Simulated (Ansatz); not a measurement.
The cluster Mo2O4⁻, relaxed as a doublet with UKS r2SCAN-D4/def2-SVPD in Ansatz, starting from the GFN1-xTB geometry. Force threshold 0.02 eV/Å.

In the def2 sets Mo takes a core potential; there is no spin–orbit coupling. The charge -1 doublet is spin-contaminated (final ⟨S²⟩ up to 1.87, 0.75 for a pure state). The relaxation made no stability test and no search for a lower SCF solution. The structure comes from a short search, and lower isomers may exist.

Start:

Cartesian coordinates in Å:
```
Mo -0.705 -0.765 -0.078
Mo 0.864 1.253 -0.023
O 2.335 1.786 0.538
O -0.729 0.934 -0.733
O -1.502 -1.152 1.341
O -0.263 -2.056 -1.044
```

| step | energy (eV) | largest force component (eV/Å) | SCF passes |
| --- | --- | --- | --- |
| 1 | -11896.3393 | 6.202 | 105 |
| 2 | -11897.6983 | 0.886 | 34 |
| 3 (rejected) | -11897.6435 | 2.170 | 38 |
| 4 | -11897.7408 | 0.585 | 33 |
| 5 | -11897.7626 | 0.713 | 34 |
| 6 | -11897.8022 | 1.823 | 40 |
| 7 | -11897.9924 | 1.186 | 42 |
| 8 | -11898.0834 | 0.987 | 41 |
| 9 | -11898.1293 | 0.995 | 41 |
| 10 | -11898.1480 | 0.563 | 38 |
| 11 | -11898.1546 | 0.244 | 31 |
| 12 (rejected) | -11898.1519 | 0.145 | 38 |
| 13 (rejected) | -11898.1478 | 0.340 | 35 |
| 14 | -11898.1569 | 0.040 | 31 |
| 15 (rejected) | -11898.1568 | 0.041 | 30 |
| 16 | -11898.1570 | 0.009 | 32 |

Force components are those of the run's own axes.

End:

Cartesian coordinates in Å:
```
Mo -0.638 -0.804 0.018
Mo 0.713 1.572 0.344
O 2.404 1.462 0.107
O -0.735 1.053 -0.716
O -1.777 -1.253 1.239
O 0.033 -2.031 -0.993
```

By distances, no bond broke or formed. The bond that changes most is Mo1–O4, from 1.82 to 2.00 Å (atoms count from 1).

No frequencies were taken in this run, so the end may be a saddle point.

Hardware: 4 threads of Arm Neoverse V2 on a shared host. Wall time 83 s.
